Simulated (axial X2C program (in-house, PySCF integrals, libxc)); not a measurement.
## Testing model relations on DyAu⁻

A bond curve at the PBE0 level, with spin–orbit coupling, was computed with an in-house all-electron X2C program for linear molecules (integrals from PySCF) (basis Au dyall-av2z [12s13p10d5f], Dy dyall-v2z [11s12p9d6f2g] (cores contracted in-house)) for the state Ω = 7 (⟨Sz⟩ = 1.96, ⟨Lz⟩ = 5.04 at PBE0). Its fit gives Re = 2.9178 Å, ωe = 93.7 cm⁻¹, ωexe = 0.261 cm⁻¹ and αe = 7.732e-05 cm⁻¹; the masses are 196.9666 and 163.9292 u. Two-component means X2C with spin–orbit coupling and atomic mean-field Coulomb and Gaunt terms.

Problem. Find the reduced mass, Be and the force constant.

Solution. From the PBE0 values: μ = 89.4679 u. Be = 16.8576/(μ Re²) = 0.02213 cm⁻¹. k = 5.8918×10⁻⁷ μ ωe² = 0.463 mdyn/Å.

Problem. A Morse curve ties αe to the other constants (Pekeris). How well does that hold?

Solution. αe(Morse) = 6Be²/ωe × (√(ωexe/Be) − 1) = 7.635e-05 cm⁻¹; the PBE0 curve gives 7.732e-05 cm⁻¹, a ratio of 0.99.

Problem. Estimate the centrifugal constant by the Kratzer relation.

Solution. D = 4Be³/ωe² = 4.94e-09 cm⁻¹.

Problem. Where do the fundamental and the first overtone lie?

Solution. ν(1←0) = ωe − 2ωexe = 93.2 cm⁻¹; ν(2←0) = 2ωe − 6ωexe = 185.8 cm⁻¹.

Occupations by symmetry block were frozen at the best pattern of an incomplete PBE0 search. Density functionals use the spin component along the axis (collinear). Other states lie close and PBE0, whose exact exchange favours high spin, may order them wrongly; the determinant shown need not be the ground state. The nearest other 2c determinant of the search, Ω = 5, lies 0.16 eV up at the distance of the search. The functionals have no current-density term, which raises determinants with orbital currents, atoms included. With several unpaired electrons one determinant need not be a pure state. The highest occupied level of some functionals is positive through self-interaction error; at Hartree–Fock it is bound.
